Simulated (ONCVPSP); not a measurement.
**Before and after: ONCV potential for Nb**

```json
{
  "Element": "niobium (Nb)",
  "Generator": "ONCVPSP 4.0.1",
  "Type": "optimised norm-conserving Vanderbilt (ONCV)",
  "Functional": "Wu-Cohen",
  "Relativity": "scalar-relativistic",
  "Frozen core": "[Ar] 3d10",
  "Valence charge": "13",
  "Reference configuration": "4s2 4p6 4d2 (charge +3)",
  "Partial waves": "4s: rc 1.80 bohr, ncon 4, nbas 7, qcut 7.6 1/bohr, 2 projectors, debl 1.7 Ha; 4p: rc 1.30 bohr, ncon 5, nbas 10, qcut 5.3 1/bohr, 2 projectors, debl 1 Ha; 4d: rc 1.95 bohr, ncon 3, nbas 7, qcut 8.2 1/bohr, 2 projectors, debl 2 Ha",
  "Local potential": "polynomial inside 0.80 bohr (lpopt 5, dvloc0 4 Ha)",
  "Core correction": "Teter function, fcfact 4.25, rcfact 1.6"
}
```

In the s channel the program set the typed energies aside and used -3.268, 0.050 Ha. In the p channel the program set the typed energies aside and used -2.375, 0.250 Ha.

All-electron outer shells of the reference configuration (Wu-Cohen, scalar-relativistic, ld1.x):

```csv
shell,level (eV),outermost node (bohr),outermost maximum (bohr)
4s,-88.93,0.53,1.02
4p,-64.62,0.54,1.12
4d,-30.57,0.55,1.40
```

Change: core correction none.

Cutoffs: the cutoffs (Ha) at which the residual kinetic energy of the hardest occupied pseudo-wave falls to 1 and 0.1 mHa per electron; they do not see the model core or the augmentation charge, which bear on the density cutoff. Errors are all-electron minus pseudo energies relative to the spin-unpolarised reference configuration.

**Question.** How do hardness, ghosts and transferability respond?

**Answer.** The potential gets neither clearly harder nor softer (148 Ha and 194 Ha → 148 Ha and 194 Ha); both files keep a bound ghost (s); of the 4 tests that both files solve, the error grows in 2 and shrinks in 2 by more than 15 % and 0.3 meV (median size 11.6 → 4.5 meV).

| quantity | base | changed |
| --- | --- | --- |
| cutoff, loose | 148 Ha | 148 Ha |
| cutoff, tight | 194 Ha | 194 Ha |
| bound ghosts | s | s |
| GHOST(+) flags under 300 eV | p at 269.9 eV | p at 269.9 eV |
| error for 4s2 4p6 4d4 5s1, meV [ΔE -45.35 eV] | +22 | -5.4 |
| error for 4s2 4p6 4d4, meV [ΔE -38.71 eV] | +1.2 | +3.6 |
| error for 4s2 4p6 4d3, meV [ΔE -24.69 eV] | +1.3 | +2.4 |
| error for 4s1 4p6 4d4 5s1, meV [ΔE 18.67 eV] | -129 | -100 |
| s: phases at 1.83 bohr within 0.05 rad from the reference energy up to (Ha; the scan ends near 5) | -1.4 | -1.4 |
| p: phases at 1.32 bohr within 0.05 rad from the reference energy up to (Ha; the scan ends near 5) | to the end of the scan | to the end of the scan |
| d: phases at 1.98 bohr within 0.05 rad from the reference energy up to (Ha; the scan ends near 5) | to the end of the scan | to the end of the scan |

 A true bound ghost makes a file unfit for plane-wave use even where its test errors are small: the radial tests pick states by their node count and pass the ghost by.
